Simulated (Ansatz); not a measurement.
Geometry optimisation, RKS PBE/def2-SVP in Ansatz 0.2.0.

Input:

```yaml
crystal:
  periodic: [false, false, false]
  atoms:
    - { symbol: Hf, position_ang: [0.0, 0.0, 0.0] }
    - { symbol: Cl, position_ang: [0.0, 0.0, 2.87] }
    - { symbol: F, position_ang: [1.8671, 0.0, -0.6593] }
    - { symbol: F, position_ang: [-0.9326, 1.6157, -0.6593] }
    - { symbol: F, position_ang: [-0.9326, -1.6157, -0.6593] }
    - { symbol: S, position_ang: [-2.7046, 0.0, 0.8987] }
    - { symbol: H, position_ang: [-3.4602, -0.8728, 0.1067] }
    - { symbol: H, position_ang: [-1.5972, 0.0, 2.2626] }
basis:
  gaussian: { orbitals: def2-SVP }
hamiltonian:
  xc: pbe
relax:
  f_tol: 0.15
  max_steps: 25
  restrain:
    - { distance: [0, 5], at: 2.55, k: 30.0 }
    - { distance: [7, 1], at: 1.37, k: 30.0 }
    - { distance: [0, 1], at: 3.72, k: 30.0 }
    - { distance: [7, 5], at: 2.6, k: 30.0 }
output:
  orbitals: {}
```

Launched with:

```bash
$ ansatz run input.yaml --threads 2 --pin off --max-ram 3072MiB --backend cpu --events-out ev --progress --plain --runs-dir out
```

Task: Where does it end, and by what steps?

Result: It converged. The restraints hold the end off the free minimum; the threshold counts their pulls, which the force column leaves out. Restrained pairs: Hf1–S6 (2.85 → 2.53 Å), Cl2–H8 (1.71 → 1.34 Å), Hf1–Cl2 (2.87 → 3.71 Å), S6–H8 (1.76 → 2.60 Å). After 20 steps the energy has fallen by 1.853 eV (the restraints' own energy left out); F3 moved furthest, 1.83 Å.

| step | energy less start (eV) | largest force component (eV/Å) | accepted |
| --- | --- | --- | --- |
| 0 | 0.0000 | 2.727 | yes |
| 1 | 0.2454 | 1.772 | yes |
| 2 | 0.3934 | 1.672 | yes |
| 3 | -0.2313 | 1.067 | yes |
| 4 | -0.7644 | 0.669 | yes |
| 5 | -1.1282 | 0.872 | yes |
| 6 | -1.3888 | 0.913 | yes |
| 7 | -1.5688 | 0.795 | yes |
| 8 | -1.6209 | 0.865 | yes |
| 9 | -1.6370 | 1.004 | yes |
| 10 | -1.6523 | 0.852 | yes |
| 11 | -1.6523 | 1.066 | yes |
| 12 | -1.6662 | 1.138 | yes |
| 13 | -1.7048 | 1.082 | yes |
| 14 | -1.7380 | 1.185 | yes |
| 15 | -1.8149 | 0.822 | yes |
| 16 | -1.8326 | 0.755 | yes |
| 17 | -1.8408 | 0.691 | yes |
| 18 | -1.8474 | 0.737 | yes |
| 19 | -1.8515 | 0.739 | yes |
| 20 | -1.8529 | 0.733 | yes |

```xyz
8
Properties=species:S:1:pos:R:3
Hf -0.609 -0.064 -0.493
Cl -0.080 1.008 3.024
F 0.770 -1.224 0.143
F -0.130 1.780 -0.643
F -0.984 -0.714 -2.245
S -2.746 -0.342 0.839
H -2.728 -1.702 0.698
H -1.254 0.385 2.836
```

The run took 78 s on 2 threads of Arm Neoverse V1 (shared host), peak memory 0.17 GiB.
